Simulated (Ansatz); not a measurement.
Computed with Ansatz on PBE0-D4/def2-TZVP structures; ΔE is electronic, products minus reactants. CCSD(T)/CBS is the MP2 limit (def2-TZVPP, def2-QZVPP) plus CCSD(T) − MP2 in def2-TZVPP, frozen cores. This one scheme is used for every species. Functionals use def2-TZVPP. B3LYP here is the variant with VWN-RPA as its local correlation; programs differ in this. Each species was taken in one conformer, which may not be the lowest.

`C[Si@H](O)[Si@H](O)F` + `CBO` → `CBO[SiH](O)F` + `C[SiH2]O`  (cleavage of the Si–Si bond)

| level | ΔE (kJ/mol) | difference from CCSD(T)/CBS |
| --- | --- | --- |
| r2SCAN-D4 | -125.5 | 6.8 |
| PBE0-D4 | -112.4 | 19.9 |
| B3LYP-D4 | -125.4 | 6.9 |
| PBE | -102.6 | 29.7 |
| B3LYP | -129.6 | 2.7 |
| CCSD/def2-TZVPP | -137.4 | -5.1 |
| HF/def2-QZVPP | -164.6 | -32.3 |
| MP2/def2-QZVPP | -139.1 | -6.8 |
| SCS-MP2/def2-QZVPP | -141.9 | -9.6 |
| CCSD/CBS(def2) | -136.4 | -4.1 |
| CCSD(T)/CBS | -132.3 | 0 |

Largest T1 diagnostic among the species: 0.012.

The D4 term adds +4.2 kJ/mol with B3LYP and +2.4 kJ/mol with PBE0; it sums over pairs of atoms, weighted by their polarisabilities, and B3LYP, whose exchange is more repulsive, gets the larger term. From PBE to PBE0 (25 % exact exchange), in def2-TZVPP and without D4, ΔE moves by −12.2 kJ/mol. In def2-TZVPP, CCSD(T) changes the Hartree–Fock value by +28.5 kJ/mol (the triples alone add +4.1 kJ/mol) and MP2 by +23.0 kJ/mol.
